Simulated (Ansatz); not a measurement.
Reaction (redistribution): `C[O][Sn][CH3]` + `CO[SiH2][SiH](O)F` → `C[O][Sn][O]C` + `C[SiH2][SiH](O)F`

Isolated molecules relaxed with PBE0-D4/def2-TZVP in Ansatz; ΔE leaves out vibrations. CCSD(T)/CBS adds triple-zeta CCSD(T) − MP2 to the extrapolated MP2 energy (def2 sets, frozen cores). DFT in def2-TZVPP. def2 core potentials past Kr. For Sn outer-core shells are correlated without core-valence functions, which leaves a few kJ/mol of doubt a bond. One conformer a species, not always the lowest.

`C[O][Sn][CH3]`:

Cartesian coordinates in Å:
```
C -1.441 -0.461 0.626
O -1.528 0.494 -0.392
Sn -0.089 1.353 -1.446
C 1.615 0.335 -0.507
H -1.909 -0.076 1.540
H -0.410 -0.745 0.870
H -1.981 -1.370 0.336
H 1.540 -0.749 -0.632
H 1.654 0.547 0.566
H 2.549 0.673 -0.961
```

`CO[SiH2][SiH](O)F`:

Z-matrix (Å, degrees):
```
C
O 1 1.409
H 1 1.096 2 111.4
H 1 1.096 2 111.4 3 -121.4
H 1 1.091 2 108.3 3 119.3
Si 2 1.646 1 122.6 3 60.5
Si 6 2.342 2 105.9 1 -179.1
H 6 1.493 2 111.0 1 -57.9
H 6 1.493 2 110.7 1 60.9
O 7 1.638 6 105.7 2 -177.1
F 7 1.603 6 110.0 2 64.1
H 7 1.488 6 115.3 2 -54.4
H 10 0.959 7 119.1 6 170.2
```

`C[O][Sn][O]C`:

Z-matrix (Å, degrees):
```
C
O 1 1.400
H 1 1.097 2 111.2
H 1 1.096 2 112.9 3 -121.4
H 1 1.096 2 109.3 3 118.7
Sn 2 1.975 1 135.1 3 93.1
O 6 1.974 2 103.0 1 -10.8
C 7 1.400 6 135.1 2 -10.8
H 8 1.097 7 111.2 6 93.3
H 8 1.096 7 112.9 6 -28.1
H 8 1.096 7 109.3 6 -148.0
```

`C[SiH2][SiH](O)F`:

Cartesian coordinates in Å:
```
C -1.501 -1.026 -0.600
Si -0.291 0.342 -1.021
Si 1.366 0.518 0.622
O 0.586 0.656 2.058
F 2.262 -0.815 0.625
H -0.990 -1.990 -0.552
H -2.289 -1.093 -1.353
H -1.965 -0.837 0.370
H -0.984 1.658 -1.116
H 0.370 0.087 -2.331
H 2.341 1.631 0.456
H 1.096 0.869 2.842
```

| level | ΔE (kJ/mol) |
| --- | --- |
| PBE-D4 | -26.2 |
| ωB97X-V | -17.4 |
| CCSD(T)/def2-TZVPP | -10.3 |
| HF/CBS(def2) | 0.0 |

Q: What does CCSD(T)/CBS give? (Estimate.)

A: The calculation gave: -15.5 kJ/mol. The listed levels differ from it by -10.7, -1.9, 5.2, 15.5 kJ/mol.

Largest T1 diagnostic among the species: 0.017.

In def2-TZVPP, CCSD(T) changes the Hartree–Fock value by −10.9 kJ/mol (the triples alone add −2.9 kJ/mol) and MP2 by −13.5 kJ/mol. From PBE to PBE0 (25 % exact exchange), in def2-TZVPP and without D4, ΔE moves by +7.6 kJ/mol.
